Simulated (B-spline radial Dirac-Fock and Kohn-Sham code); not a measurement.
**Dipole and non-dipole photoemission parameters of Se³⁺ 4s**

System: the Se³⁺ ion in the configuration [Ar] 3d10 4s2 4p1; threshold 54.26 eV (orbital energy of the model). Calculated with a B-spline atomic structure program, using Dirac-Hartree-Slater photoionisation with a Latter tail; cross sections with all multipoles, angular parameters from the dipole term and its interference with E2.

For linearly polarised light dσ/dΩ = σ/(4π) [1 + β P₂(cos θ) + (δ + γ cos²θ) sin θ cos φ], with θ from the polarisation vector and φ the angle between the beam and the projection of the electron momentum on the plane normal to the polarisation.

```
hν (eV)  σ (kb)      β       γ
   70.7     221  1.991   0.071
   96.2     167  1.994   0.167
    100     161  1.994   0.162
    128     126  1.995   0.208
    139     115  1.996   0.225
    171    87.5  1.996   0.238
    200    70.0  1.997   0.243
    207    66.4  1.997   0.238
    253    49.0  1.997   0.225
    317    34.6  1.997   0.200
    543    14.9  1.998   0.101
    563    14.0  1.998   0.093
    765    8.46  1.998   0.022
    800    7.84  1.998   0.012
    839       ?      ?       ?
   1010    5.25  1.998  -0.034
   1150    4.18  1.998  -0.053
   1470    2.68  1.998  -0.071
   1540    2.46  1.998  -0.071
   2000    1.50  1.998  -0.047
   3230   0.582  1.999   0.123
   4330   0.316  1.998   0.313
   4870   0.246  1.998   0.409
 5414.7   0.196  1.998   0.505
   6020   0.155  1.998   0.610
 8047.8  0.0805  1.998   0.940
 9251.7  0.0583  1.998   1.121
   9940  0.0492  1.998   1.219
  10900  0.0396  1.998   1.352
  15000  0.0182  1.997   1.864
```

Task: Give the values at 839 eV.

Result: σ = 7.23 kb, β = 1.998, γ = 0.002. For an s subshell δ is negligible.
